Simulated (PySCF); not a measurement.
# CdSi, r²SCAN: how much the basis matters

PySCF, UKS reference; triplet, unpaired electrons π ↑↑; De to Cd + Si without counterpoise correction.

```json
{"basis": "def2-SVP", "relativity": "scalar-relativistic core potentials", "functions": "49", "Re (Å)": "2.541", "ωe (cm⁻¹)": "238", "De (eV)": "0.91", "μ (D)": "-2.63"}
{"basis": "def2-SVPD", "relativity": "scalar-relativistic core potentials", "functions": "58", "Re (Å)": "2.538", "ωe (cm⁻¹)": "239", "De (eV)": "0.93", "μ (D)": "-2.49"}
{"basis": "x2c-TZVPPall", "relativity": "spin-free X2C", "functions": "121", "Re (Å)": "2.531", "ωe (cm⁻¹)": "241", "De (eV)": "0.95", "μ (D)": "-2.53"}
```

Task: How does each smaller set differ from the one with most functions, x2c-TZVPPall?

Result: def2-SVP: +1.0 pm, -1.2 % in ωe, -0.04 eV in De; def2-SVPD: +0.7 pm, -0.8 % in ωe, -0.02 eV in De. All at r²SCAN; the set with most functions is neither the basis-set limit nor always the best. The rows treat relativity differently, so the differences are not basis effects alone.

A positive dipole means Cd(−)Si(+). Spin–orbit coupling is left out. The state is the lowest determinant that a PBE0 search found; another state may lie lower at other levels.
